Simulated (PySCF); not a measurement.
A GIAO shielding run with PySCF (density fitting, non-relativistic, gas phase) on SMILES NC[Si@H]1CC[SiH2]O1, C3H11NOSi2:

```
$ OMP_NUM_THREADS=1 python probes_run.py task.json out

{"job": {"kind": "nmr", "xc": "PBE0", "basis": "pcSseg-1"}, "charge": 0, "multiplicity": 1}
N     -2.959724     0.560046    -0.059783
C     -1.988766    -0.500502    -0.335724
Si    -0.416177    -0.396988     0.745555
C      1.138639    -1.282733     0.085266
C      1.972884    -0.248527    -0.689772
Si     1.604525     1.472327     0.048249
O      0.125509     1.154406     0.681328
H     -3.250653     0.512655     0.911571
H     -2.507509     1.460705    -0.185118
H     -2.499722    -1.453626    -0.188620
H     -1.745511    -0.435637    -1.399779
H     -0.702703    -0.633607     2.162594
H      0.933512    -2.156194    -0.532783
H      1.715747    -1.638814     0.939490
H      1.665299    -0.256807    -1.737706
H      3.028740    -0.518751    -0.680217
H      2.477377     1.839917     1.159336
H      1.399775     2.528446    -0.935542
```

Hardware: 1 thread of an Arm Neoverse N1, shared host. The job also computes population analyses, field gradients, ring-centre shieldings.

Question: How large is the calculation?

Answer: 72 electrons, 188 basis functions and 1018 auxiliary functions.

Question: How long does it take, and how much memory does it need?

Answer: 66 s of wall time, with 13 SCF cycles and 4 response iterations; peak memory 0.84 GiB. Times on a shared host scatter by some tens of per cent.
